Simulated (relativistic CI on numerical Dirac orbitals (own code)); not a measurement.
Level scheme of Tb XLVIII

These numbers are calculated, not measured: Dirac-Coulomb-Breit CI, KLI orbitals optimised for each configuration, a model potential for QED, unscaled Slater integrals (own radial code, finite nucleus).

Configuration list (outside the closed core [Ne]): 3s2 3p6, 3s2 3p5 3d, 3s 3p6 3d, 3s2 3p5 4s, 3s2 3p5 4p, 3s2 3p5 4d, 3p6 3d 4p, 3s 3p6 4s, 3p6 3d2, 3p5 3d3, 3p5 3d2 4s, 3p5 3d2 4p, 3p5 3d2 4d, 3p6 3d 4s, 3p5 3d 4s2, 3p5 3d 4s 4p, 3p5 3d 4s 4d. Double excitations out of closed p, d and f shells are left out; levels of such configurations are missing from the list, as are those of other unlisted configurations, and high levels can miss mixing partners.

```tsv
No.	Configuration	Term	J	E (10³ cm⁻¹)	%	Next component (%)	Landé g	Lifetime (s)
1	3s2 3p6	1S	0	0.0	100			
2	3s2 3p5 3d	3P°	0	1613.6	100			
3	3s2 3p5 3d	3P°	1	1684.1	73	27 3D°	1.220	4.05e-10
4	3s2 3p5 3d	3F°	3	1723.6	57	36 1F°	1.062	3.42e-01
5	3s2 3p5 3d	3D°	2	1750.6	53	19 3F°	1.076	3.54e-04
6	3s2 3p5 3d	3F°	4	2014.4	100		1.241	3.56e-06
7	3s2 3p5 3d	1D°	2	2050.3	47	44 3P°	1.196	2.02e-06
8	3s2 3p5 3d	3D°	3	2131.1	69	29 1F°	1.223	1.68e-06
9	3s2 3p5 3d	1P°	1	2328.2	45	37 3D°	0.899	1.83e-12
10	3s2 3p5 3d	3F°	2	3191.7	72	23 1D°	0.764	1.75e-08
11	3s2 3p5 3d	1P°	1	3473.3	55	36 3D°	0.853	4.62e-13
12	3s2 3p5 3d	3P°	2	3541.7	42	39 3D°	1.260	1.75e-08
13	3s2 3p5 3d	3F°	3	3576.3	41	35 1F°	1.103	1.61e-08
14	3s 3p6 3d	3D	1	4648.3	100		0.490	5.65e-13
15	3s 3p6 3d	3D	2	4690.4	76	24 1D	1.117	5.60e-13
16	3s 3p6 3d	3D	3	4989.1	100		1.324	5.64e-13
17	3s 3p6 3d	1D	2	5088.3	76	24 3D	1.031	5.85e-13
18	3p6 3d2	3F	2	9408.8	77	21 1D	0.748	
19	3p6 3d2	3P	0	9571.3	75	25 1S		
20	3p6 3d2	3F	3	9723.5	100		1.074	
21	3p6 3d2	3P	2	9802.7	49	33 1D	1.175	
22	3p6 3d2	1G	4	9819.0	62	38 3F	1.086	
23	3p6 3d2	3P	1	9834.1	100		1.492	
24	3p6 3d2	3F	4	10102.4	62	38 1G	1.146	
25	3p6 3d2	3P	2	10159.9	48	46 1D	1.216	
26	3p6 3d2	1S	0	10341.5	75	25 3P		
27	3p5 3d3	3D°	2	11026.8	25	24 5F°	1.098	
28	3p5 3d3	5D°	1	11051.3	33	22 5F°	0.979	
29	3p5 3d3	5D°	0	11085.3	62	34 3P°		
30	3p5 3d3	3F°	3	11104.6	24	18 5G°	1.050	
31	3p5 3d3	5F°	3	11285.1	37	29 5D°	1.290	
32	3p5 3d3	5G°	4	11321.6	36	30 5F°	1.209	
33	3p5 3d3	5S°	2	11330.0	34	20 3P°	1.638	
34	3p5 3d3	3F°	2	11348.8	40	36 5D°	1.042	
35	3p5 3d3	5D°	1	11364.5	40	35 3D°	0.920	
36	3p5 3d3	3G°	5	11379.7	27	27 3H°	1.176	
37	3p5 3d3	3G°	3	11386.7	42	30 3F°	1.022	
38	3p5 3d3	3F°	4	11395.7	33	18 3G°	1.130	
39	3p5 3d3	3H°	6	11396.0	45	22 3I°	1.130	
40	3p5 3d3	3P°	0	11399.7	46	29 5D°		
41	3p5 3d3	3G°	4	11439.8	35	18 1G°	1.092	
42	3p5 3d3	3G°	3	11452.4	23	21 5D°	1.174	
43	3p5 3d3	3D°	2	11455.0	32	24 1D°	1.204	
44	3p5 3d3	3S°	1	11460.3	35	25 3P°	1.650	
45	3p5 3d3	3G°	5	11498.3	33	27 1H°	1.096	
46	3p5 3d3	5D°	4	11560.7	45	23 3F°	1.273	
47	3p5 3d3	3P°	2	11596.8	33	20 3D°	1.285	
48	3p5 3d3	3G°	4	11638.0	30	25 5F°	1.187	
49	3p5 3d3	3D°	3	11651.7	33	21 5P°	1.235	
50	3p5 3d3	3D°	1	11655.9	33	23 3P°	0.839	
51	3p5 3d3	5G°	5	11664.3	30	25 5F°	1.196	
52	3p5 3d3	3D°	2	11670.1	36	20 3F°	1.163	
53	3p5 3d3	3F°	2	11680.8	58	14 1D°	0.809	
54	3p5 3d3	5G°	6	11687.1	53	26 3I°	1.181	
55	3p5 3d3	3G°	3	11702.5	63	20 1F°	0.895	
56	3p5 3d3	3G°	3	11730.3	26	22 3D°	1.144	
57	3p5 3d3	3H°	5	11736.1	30	30 3G°	1.150	
58	3p5 3d3	3P°	1	11741.6	64	14 5D°	1.474	
59	3p5 3d3	3I°	7	11743.5	100		1.134	
60	3p5 3d3	3D°	2	11743.7	31	19 3P°	1.339	
61	3p5 3d3	3F°	4	11756.5	46	23 3G°	1.168	
62	3p5 3d3	3D°	3	11781.6	39	20 3F°	1.265	
63	3p5 3d3	3F°	4	11822.6	48	21 3H°	1.133	
64	3p5 3d3	3F°	3	11824.6	43	30 3D°	1.220	
65	3p5 3d3	3D°	1	11826.2	61	13 3P°	0.796	
66	3p5 3d3	3H°	6	11830.5	68	25 1I°	1.107	
67	3p5 3d3	3G°	5	11841.4	71	13 1H°	1.135	
68	3p5 3d3	1G°	4	11842.0	38	23 3G°	1.134	
69	3p5 3d3	3P°	0	11864.4	80	17 5D°		
70	3p5 3d3	1D°	2	11882.0	42	33 3F°	1.001
```

Energies count from the lowest computed level; ° marks odd parity; lifetimes are radiative, by E1, M1, E2, M2, E3 decay to levels of this space only; some are left blank where a channel outside the calculation adds to the decay or the decay crosses a small, uncertain gap.

The mean weight of the leading LS term, summed over parents, in these 70 levels is 53 %, and that of the leading jj configuration (from the same eigenvectors) 94 %, so jj coupling describes them better and the LS labels are nominal.

At this charge energies of transitions that change n are usually good to better than 1 %, and those within a shell (Δn = 0) to a few per cent.

LS names give the leading component of a level, which can be under half, so a name can repeat, a term be missing and a line seem to break the LS rules.
